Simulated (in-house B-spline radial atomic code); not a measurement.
Configurations of P IX (P8+), with energies counted from [He] 2s2 2p3. All numbers are computed (Dirac-Hartree-Fock, average of configuration; Fermi nucleus of rms radius 3.1889 fm) with a radial B-spline atomic code at the basis-set limit, not measured. Energies include first-order Breit, QED and recoil terms.

Occupations are held fixed; configurations that lie above the ionisation limit could autoionise.

```tsv
configuration	E - E(ref) (eV)	highest orbital	its <r> (bohr)
[He] 2s2 2p2 3s1	212.05	3s1/2	1.205
[He] 2s2 2p2 4s1	285.05	4s1/2	2.269
[He] 2s2 2p2 4d1	295.23	4d5/2	2.244
[He] 2s2 2p2 5g1	322.25	5g9/2	3.055
[He] 2s2 2p2 6s1	332.26	6s1/2	5.396
[He] 2s2 2p2 6d1	335.05	6d5/2	5.535
[He] 2s2 2p2 6g1	335.72	6g9/2	4.888
[He] 2s1 2p3 4f1	337.64	4f7/2	1.992
[He] 2s1 2p3 5f1	362.47	5f7/2	3.488
[He] 2s1 2p3 6g1	376.04	6g9/2	4.888
```

Order these further configurations by energy, lowest first.
A. [He] 2s1 2p3 5d1
B. [He] 2s2 2p2 6f1
C. [He] 2s1 2p3 6d1
D. [He] 2s2 2p2 4f1
E. [He] 2s1 2p3 6f1

D (297.32 eV), B (335.66 eV), A (361.46 eV), C (375.39 eV), E (375.98 eV).

How far above the reference does [He] 2s1 2p3 4d1 lie?

335.63 eV; its least bound orbital is 4d5/2 with <r> = 2.248 bohr.

How far above the reference does [He] 2s1 2p3 5g1 lie?

362.57 eV; its least bound orbital is 5g9/2 with <r> = 3.055 bohr.

How far above the reference does [He] 2s2 2p2 5d1 lie?

321.09 eV; its least bound orbital is 5d5/2 with <r> = 3.723 bohr.

One of these lies 322.2 eV from the reference. Which?
A. [He] 2s1 2p4
B. [He] 2s2 2p2 3d1
C. [He] 2s2 2p2 5f1

C.
